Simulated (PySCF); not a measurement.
## Calculated data, CH5AlBO, CH6BSi, AlBH4N

All values are calculated (PySCF 2.14.0). Calculation on a computer-drawn molecule: the log of a Hartree-Fock and frozen-core CCSD(T) single point meant for a local Hartree-Fock minimum, with one planted fault or none, to be diagnosed. Offsets are logged minus clean, where the clean run is the same molecule without the fault. The reference is restricted for singlets and unrestricted otherwise, and also for a bond in bohr or an excited solution. Adding or removing an electron swaps singlet and doublet. The excited solution moves the top pair (singlet) or top alpha electron (doublet) to the lowest empty orbital. Highest occupied and lowest empty are orbital energies over both spins, largest force is the largest gradient component, triples share is (T) over the correlation energy, the T1 limit is 0.02 restricted and 0.045 unrestricted, electrons count all cores, a negative frequency is imaginary (commonest isotopes), and the dipole is about the centre of nuclear charge.

Common to all runs: meant charge 0; meant multiplicity 2; meant basis cc-pV(D+d)Z; logged SCF converged yes; possible faults no fault, one electron removed, one electron added, multiplicity raised by two, geometry at a saddle point, SCF held on an excited solution, minimal basis STO-3G, one bond length entered in bohr, all coordinates scaled.

```json
{"entry": 1, "formula": "CH5AlBO", "logged_structure": {"atoms_angstrom": [["B", -1.3482, 2.6398, 0.8967], ["C", -0.9773, 1.8019, -0.3113], ["O", -0.4744, 2.2959, -1.4396], ["Al", 0.5338, 3.5278, -2.05], ["H", -1.8037, 2.1088, 1.8713], ["H", -1.1851, 3.8338, 0.8719], ["H", -1.1234, 0.725, -0.3594], ["H", 0.2747, 3.9379, -3.5403], ["H", 1.6704, 4.1103, -1.1367]]}, "given": {"logged_electrons": 37, "logged_basis_functions": 90, "logged_spin_squared": 0.8992, "logged_highest_occupied [eV]": -3.942, "logged_lowest_empty [eV]": -2.0368, "logged_largest_force [hartree/bohr]": 0.15222, "logged_dipole_magnitude [debye]": 9.1904, "logged_SCF_stable_within_its_kind": "no", "logged_energy_HF [hartree]": -382.08373, "drawn_bonds_atom": [1, 2, 3, 1, 1, 2, 4, 4], "drawn_bonds_other_atom": [2, 3, 4, 5, 6, 7, 8, 9], "drawn_bonds_order": [1, 1, 1, 1, 1, 1, 1, 1]}, "results": {"planted_fault": "SCF held on an excited solution", "HF_energy_offset_from_clean_run [kcal/mol]": 101.2}, "notes": ["coupled-cluster numbers left out as unreliable"]}
{"entry": 2, "formula": "CH6BSi", "logged_structure": {"atoms_angstrom": [["B", 1.7854, 1.1451, -0.6227], ["C", 2.2891, -0.2423, -1.1002], ["Si", 1.3485, -1.493, -2.1329], ["H", 0.6819, 1.5253, -0.9089], ["H", 2.4903, 1.858, 0.0391], ["H", 3.2986, -0.539, -0.813], ["H", -0.002, -0.986, -2.4621], ["H", 1.2214, -2.769, -1.3871], ["H", 2.0865, -1.7655, -3.3905]]}, "given": {"logged_electrons": 31, "logged_basis_functions": 81, "logged_spin_squared": 0.7574, "logged_highest_occupied [eV]": -10.832, "logged_lowest_empty [eV]": 0.55552, "logged_largest_force [hartree/bohr]": 1.7014e-06, "logged_lowest_frequency [cm^-1]": 66.556, "logged_T1_diagnostic": 0.013739, "logged_D1_diagnostic": 0.048311, "logged_triples_share": 0.024064, "logged_CC_converged": "yes", "logged_dipole_magnitude [debye]": 0.67005, "logged_SCF_stable_within_its_kind": "yes", "logged_energy_HF [hartree]": -354.93175, "logged_energy_CCSD(T) [hartree]": -355.29611, "drawn_bonds_atom": [1, 2, 1, 1, 2, 3, 3, 3], "drawn_bonds_other_atom": [2, 3, 4, 5, 6, 7, 8, 9], "drawn_bonds_order": [1, 1, 1, 1, 1, 1, 1, 1]}, "results": {"planted_fault": "no fault", "HF_energy_offset_from_clean_run [kcal/mol]": 0.0, "CCSD(T)_energy_offset_from_clean_run [kcal/mol]": 0.0}}
{"entry": 3, "formula": "CH6BSi", "logged_structure": {"atoms_angstrom": [["B", 1.855, 1.1898, -0.6469], ["C", 2.3784, -0.2517, -1.1431], ["Si", 1.4011, -1.5513, -2.2161], ["H", 0.7085, 1.5847, -0.9443], ["H", 2.5874, 1.9305, 0.0407], ["H", 3.4273, -0.5601, -0.8447], ["H", -0.0021, -1.0245, -2.5581], ["H", 1.269, -2.877, -1.4412], ["H", 2.1679, -1.8344, -3.5227]]}, "given": {"logged_electrons": 31, "logged_basis_functions": 81, "logged_spin_squared": 0.759, "logged_highest_occupied [eV]": -10.721, "logged_lowest_empty [eV]": 0.64111, "logged_largest_force [hartree/bohr]": 0.025245, "logged_T1_diagnostic": 0.01446, "logged_D1_diagnostic": 0.054854, "logged_triples_share": 0.025322, "logged_CC_converged": "yes", "logged_dipole_magnitude [debye]": 0.57836, "logged_SCF_stable_within_its_kind": "yes", "logged_energy_HF [hartree]": -354.92147, "logged_energy_CCSD(T) [hartree]": -355.28949, "drawn_bonds_atom": [1, 2, 1, 1, 2, 3, 3, 3], "drawn_bonds_other_atom": [2, 3, 4, 5, 6, 7, 8, 9], "drawn_bonds_order": [1, 1, 1, 1, 1, 1, 1, 1]}, "results": {"planted_fault": "all coordinates scaled, by +3.9 %", "HF_energy_offset_from_clean_run [kcal/mol]": 6.45, "CCSD(T)_energy_offset_from_clean_run [kcal/mol]": 4.153}}
{"entry": 4, "formula": "AlBH4N", "logged_structure": {"atoms_angstrom": [["B", -0.2686, -0.7319, -0.5587], ["N", -0.1439, -0.9209, 0.8315], ["Al", -0.4923, 0.2962, 2.1274], ["H", -0.6428, 0.3353, -0.9775], ["H", 0.2243, -2.4067, -2.0194], ["H", 0.1731, -1.836, 1.1042], ["H", -0.2561, -0.2139, 3.6181]]}, "given": {"logged_electrons": 29, "logged_basis_functions": 71, "logged_spin_squared": 1.3619, "logged_highest_occupied [eV]": -8.6786, "logged_lowest_empty [eV]": 0.87515, "logged_largest_force [hartree/bohr]": 0.020333, "logged_T1_diagnostic": 0.070422, "logged_D1_diagnostic": 0.27059, "logged_triples_share": 0.035154, "logged_CC_converged": "yes", "logged_dipole_magnitude [debye]": 2.1893, "logged_SCF_stable_within_its_kind": "yes", "logged_energy_HF [hartree]": -323.29317, "logged_energy_CCSD(T) [hartree]": -323.6418, "drawn_bonds_atom": [1, 2, 1, 1, 2, 3], "drawn_bonds_other_atom": [2, 3, 4, 5, 6, 7], "drawn_bonds_order": [1, 1, 1, 1, 1, 1]}, "results": {"planted_fault": "one bond length entered in bohr, row 4 of the drawn bonds", "HF_energy_offset_from_clean_run [kcal/mol]": 75.32, "CCSD(T)_energy_offset_from_clean_run [kcal/mol]": 73.92}, "notes": ["T1 above single-reference limit"]}
{"entry": 5, "formula": "AlBH4N", "logged_structure": {"atoms_angstrom": [["B", -0.2686, -0.7319, -0.5587], ["N", -0.1439, -0.9209, 0.8315], ["Al", -0.4923, 0.2962, 2.1274], ["H", -0.6428, 0.3353, -0.9775], ["H", -0.0077, -1.6181, -1.3317], ["H", 0.1731, -1.836, 1.1042], ["H", -0.2561, -0.2139, 3.6181]]}, "given": {"logged_electrons": 29, "logged_basis_functions": 71, "logged_spin_squared": 3.7846, "logged_highest_occupied [eV]": -5.0964, "logged_lowest_empty [eV]": -2.7322, "logged_largest_force [hartree/bohr]": 0.063271, "logged_T1_diagnostic": 0.06444, "logged_D1_diagnostic": 0.25694, "logged_triples_share": 0.041475, "logged_CC_converged": "yes", "logged_dipole_magnitude [debye]": 1.793, "logged_SCF_stable_within_its_kind": "yes", "logged_energy_HF [hartree]": -323.17293, "logged_energy_CCSD(T) [hartree]": -323.53316, "drawn_bonds_atom": [1, 2, 1, 1, 2, 3], "drawn_bonds_other_atom": [2, 3, 4, 5, 6, 7], "drawn_bonds_order": [1, 1, 1, 1, 1, 1]}, "results": {"planted_fault": "multiplicity raised by two", "HF_energy_offset_from_clean_run [kcal/mol]": 150.8, "CCSD(T)_energy_offset_from_clean_run [kcal/mol]": 142.1}, "notes": ["T1 above single-reference limit"]}
```
